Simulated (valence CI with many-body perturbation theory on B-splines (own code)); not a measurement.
E1 transitions of Xe41+

Level of theory: configuration interaction combined with many-body perturbation theory (CI+MBPT): three valence electrons over a frozen Dirac-Fock core [Ne], a basis of 11 s, 11 p, 10 d, 8 f, 5 g, 2 h functions for each j, with the one-electron correlation potential Σ1, the two-electron term Σ2, the three-electron term Σ3, Breit, model QED; selected CI, second order for the rest, scaled by the run's own slope (own B-spline code, finite nucleus).

The last digits are not significant, and no measured levels were compared; by estimate large intervals hold to a few tenths of a per cent, small ones and those within an open d or f shell to about a per cent.

Lines 201 to 250 of 569 in falling wavelength, among levels below 1502.8 eV, chosen from the strongest by gf and those to the six lowest levels. Wavelengths and rates use the calculated energies. Electric multipoles are in the length gauge with retardation, E1 and E2 with the static RPA response of the core. Weak lines are less certain than strong ones. Lines between different terms over intervals too small for the method are left out, as are lines whose strength nearly cancels. The highest levels of a list are the least certain.

Levels are named by their leading jj configuration (3d3/2^4 stands for four electrons in 3d with j = 3/2), which in mixed levels can hold well under half, so a name can repeat and another be missing. Letters in brackets count levels of one name in rising energy.

```csv
λ vac (nm),Upper,Lower,A (s⁻¹),S (a.u.) with core polarisation,S without
7.104,(3p1/2 3p3/2 3d5/2) J=7/2 [a],(3s 3p1/2 3d5/2) J=5/2 [b],1.65e+10,2.33e-02,2.38e-02
7.102,(3p3/2 3d3/2 3d5/2) J=5/2 [d],(3p3/2^2 3d3/2) J=7/2,4.10e+10,4.35e-02,4.43e-02
7.102,(3p3/2^2 3d5/2) J=9/2,(3s 3p3/2 3d5/2) J=7/2 [b],2.42e+11,4.27e-01,4.36e-01
7.101,(3s 3p1/2 3d5/2) J=3/2,(3s 3p1/2 3p3/2) J=5/2,2.87e+10,2.03e-02,2.07e-02
7.081,(3s 3d3/2 3d5/2) J=3/2 [a],(3s 3p3/2 3d3/2) J=1/2 [a],9.24e+10,6.48e-02,6.60e-02
7.071,(3s 3d5/2^2) J=3/2,(3s 3p3/2 3d3/2) J=3/2 [b],4.25e+10,2.97e-02,3.02e-02
7.062,(3p3/2 3d3/2 3d5/2) J=1/2 [a],(3s 3d3/2 3d5/2) J=1/2,7.16e+10,2.49e-02,2.54e-02
7.050,(3p3/2 3d3/2 3d5/2) J=5/2 [c],(3p3/2^2 3d3/2) J=3/2 [a],8.52e+10,8.84e-02,9.01e-02
7.047,(3p3/2 3d5/2^2) J=5/2 [a],(3s 3d5/2^2) J=7/2,4.19e+10,4.34e-02,4.43e-02
7.045,(3p3/2 3d5/2^2) J=7/2 [b],(3p3/2^2 3d5/2) J=7/2,9.97e+10,1.38e-01,1.40e-01
7.041,(3p1/2 3p3/2 3d3/2) J=5/2 [b],(3s 3p1/2 3d5/2) J=3/2,2.27e+10,2.35e-02,2.39e-02
7.036,(3p3/2 3d3/2 3d5/2) J=11/2,(3s 3d3/2 3d5/2) J=9/2,1.60e+11,3.29e-01,3.36e-01
7.035,(3d3/2 3d5/2^2) J=9/2,(3p3/2 3d3/2 3d5/2) J=9/2 [a],6.20e+10,1.06e-01,1.08e-01
7.017,(3d3/2 3d5/2^2) J=5/2 [b],(3p3/2 3d3/2 3d5/2) J=5/2 [b],6.51e+10,6.66e-02,6.79e-02
7.009,(3s 3p3/2 3d5/2) J=3/2 [a],(3s^2 3d5/2) J=5/2,3.95e+10,2.68e-02,2.74e-02
7.004,(3s 3p3/2 3d5/2) J=7/2 [b],(3s 3p3/2^2) J=5/2,2.61e+11,3.54e-01,3.61e-01
7.000,(3p3/2^2 3d3/2) J=5/2,(3s 3p3/2 3d3/2) J=5/2 [b],2.36e+10,2.40e-02,2.44e-02
6.975,(3p3/2^2 3d3/2) J=3/2 [a],(3s 3p3/2 3d3/2) J=3/2 [b],6.89e+10,4.62e-02,4.71e-02
6.970,(3p3/2 3d5/2^2) J=5/2 [b],(3p3/2^2 3d5/2) J=7/2,8.31e+10,8.34e-02,8.50e-02
6.963,(3d3/2 3d5/2^2) J=7/2 [b],(3p3/2 3d3/2 3d5/2) J=7/2 [b],4.37e+10,5.82e-02,5.93e-02
6.955,(3p1/2 3p3/2 3d5/2) J=3/2 [b],(3p1/2 3p3/2^2) J=5/2,3.91e+10,2.60e-02,2.65e-02
6.954,(3p3/2^2 3d3/2) J=3/2 [b],(3s 3p3/2 3d5/2) J=1/2,9.07e+10,6.02e-02,6.14e-02
6.954,(3s 3d5/2^2) J=5/2,(3s 3p3/2 3d5/2) J=5/2 [a],1.36e+11,1.36e-01,1.38e-01
6.949,(3p3/2 3d3/2 3d5/2) J=7/2 [a],(3s 3d3/2 3d5/2) J=5/2 [a],8.90e+10,1.18e-01,1.20e-01
6.939,(3p3/2 3d3/2 3d5/2) J=3/2 [d],(3p3/2^2 3d3/2) J=5/2,3.67e+10,2.42e-02,2.47e-02
6.930,(3s 3d3/2 3d5/2) J=7/2 [b],(3s 3p3/2 3d3/2) J=7/2,4.91e+10,6.45e-02,6.58e-02
6.926,(3p3/2^2 3d5/2) J=5/2 [a],(3s 3p3/2 3d5/2) J=3/2 [b],1.33e+11,1.31e-01,1.33e-01
6.897,(3d5/2^3) J=3/2,(3p3/2 3d5/2^2) J=5/2 [a],7.63e+10,4.94e-02,5.03e-02
6.895,(3p3/2 3d3/2^2) J=7/2,(3s 3d3/2 3d5/2) J=7/2 [a],3.63e+10,4.69e-02,4.78e-02
6.889,(3p3/2 3d3/2 3d5/2) J=5/2 [b],(3s 3d3/2 3d5/2) J=5/2 [b],4.30e+10,4.16e-02,4.24e-02
6.880,(3p3/2 3d5/2^2) J=3/2 [b],(3s 3d5/2^2) J=1/2,1.02e+11,6.59e-02,6.72e-02
6.876,(3p3/2 3d5/2^2) J=1/2,(3s 3d5/2^2) J=3/2,1.19e+11,3.82e-02,3.89e-02
6.874,(3p3/2 3d3/2 3d5/2) J=7/2 [b],(3s 3d3/2 3d5/2) J=5/2 [b],7.85e+10,1.01e-01,1.03e-01
6.866,(3s 3d3/2 3d5/2) J=5/2 [b],(3s 3p3/2 3d3/2) J=7/2,3.88e+10,3.72e-02,3.79e-02
6.853,(3s 3p3/2 3d5/2) J=5/2 [a],(3s^2 3d5/2) J=5/2,1.35e+11,1.29e-01,1.31e-01
6.850,(3s 3d3/2 3d5/2) J=7/2 [b],(3s 3p3/2 3d3/2) J=5/2 [a],3.00e+10,3.81e-02,3.89e-02
6.839,(3p3/2 3d5/2^2) J=7/2 [a],(3s 3d5/2^2) J=5/2,5.18e+10,6.54e-02,6.67e-02
6.838,(3p3/2 3d3/2 3d5/2) J=5/2 [b],(3s 3d3/2 3d5/2) J=3/2 [b],3.09e+10,2.93e-02,2.98e-02
6.833,(3p3/2 3d3/2 3d5/2) J=3/2 [b],(3s 3d3/2 3d5/2) J=5/2 [b],3.55e+10,2.24e-02,2.28e-02
6.826,(3s 3d3/2 3d5/2) J=3/2 [b],(3s 3p3/2 3d3/2) J=3/2 [a],5.71e+10,3.59e-02,3.66e-02
6.824,(3p3/2 3d3/2 3d5/2) J=9/2 [a],(3s 3d3/2 3d5/2) J=7/2 [a],1.14e+11,1.79e-01,1.82e-01
6.818,(3s 3d5/2^2) J=1/2,(3s 3p3/2 3d5/2) J=3/2 [b],2.98e+11,9.31e-02,9.49e-02
6.811,(3p3/2 3d3/2 3d5/2) J=7/2 [b],(3s 3d3/2 3d5/2) J=7/2 [b],9.13e+10,1.14e-01,1.16e-01
6.807,(3p3/2^2 3d3/2) J=7/2,(3s 3p3/2 3d3/2) J=5/2 [b],2.65e+11,3.30e-01,3.37e-01
6.804,(3p3/2 3d3/2 3d5/2) J=5/2 [a],(3s 3d3/2 3d5/2) J=3/2 [a],1.08e+11,1.01e-01,1.03e-01
6.804,(3p3/2^2 3d5/2) J=1/2,(3s 3p3/2 3d3/2) J=3/2 [b],9.62e+10,2.99e-02,3.05e-02
6.801,(3p1/2 3p3/2 3d5/2) J=3/2 [a],(3s 3p1/2 3d5/2) J=3/2,9.69e+10,6.02e-02,6.14e-02
6.796,(3p3/2^2 3d3/2) J=5/2,(3s 3p3/2 3d3/2) J=3/2 [b],1.18e+11,1.10e-01,1.12e-01
6.788,(3s 3p3/2 3d5/2) J=3/2 [a],(3s^2 3d3/2) J=3/2,5.77e+10,3.56e-02,3.63e-02
6.788,(3s 3d3/2 3d5/2) J=5/2 [b],(3s 3p3/2 3d3/2) J=5/2 [a],8.81e+10,8.16e-02,8.31e-02
```
